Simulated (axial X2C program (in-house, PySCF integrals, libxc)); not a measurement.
RhSi: from the spin-free to the two-component result

Computed with an in-house relativistic program for diatomic molecules. Spin-free means the one-electron spin-free X2C Hamiltonian; two-component (2c) means X2C with spin–orbit coupling and atomic mean-field two-electron Coulomb and Gaunt terms, so the difference of the two also holds small scalar two-electron terms. Basis: Rh dyall-cv3z [12s12p8d5f3g], Si dyall-v3z [8s7p2d1f] (cores contracted in-house); Gaussian nuclei, density fitting, unrestricted open shells. Masses: Rh 102.906 u, Si 27.977 u.

Spin-free state: M_S = 1/2, Λ = 0 (beyond evenly filled blocks: σα); fragments Rh + Si.

| level | Re (Å) | ωe (cm⁻¹) | De (eV) | μ (D) |
| --- | --- | --- | --- | --- |
| PBE0 | 2.030 | 554.1 | 3.827 | -0.58 |
| BP86 | 2.060 | 527.5 | 4.941 | -0.17 |
| LDA | 2.031 | 553.9 | n/a | 0.01 |
| BHandHLYP | 2.021 | 528.8 | 2.614 | -0.69 |

Dipoles are positive if Si is the positive end.

Two-component determinant lowest at the distance of the search:

Ω = 1/2 (⟨Sz⟩ = 0.50, ⟨Lz⟩ = 0.00 at PBE0); fragments Rh + Si.

```tsv
level	Re (Å)	ωe (cm⁻¹)	μ (D)
PBE0	2.031	552.2	-0.59
BP86	2.061	526.0	-0.18
LDA	2.032	552.5	0.00
BHandHLYP	2.024	516.9	-0.72
```

Question: From the two tables, how do the constants change at the PBE0 level (2c against spin-free)?

Answer: At the PBE0 level Re rises by 0.001 Å and ωe falls by 1.9 cm⁻¹.

The state is one determinant whose occupation by symmetry is held fixed; it was picked as the lowest of a PBE0 search that is not exhaustive. Dissociation energies refer to the lowest single-determinant-based atoms at the same level and basis. De is not given where an atomic determinant may have missed its ground term or J level, or where the truncated virtual space spoils (T). Density functionals use the spin component along the axis (collinear). Without a current term, density functionals place determinants with orbital angular momentum somewhat too high. The determinant is spin-polarised beyond a pure state at some levels (its spin-free form has ⟨S²⟩ too high), which makes Re and μ there less reliable.
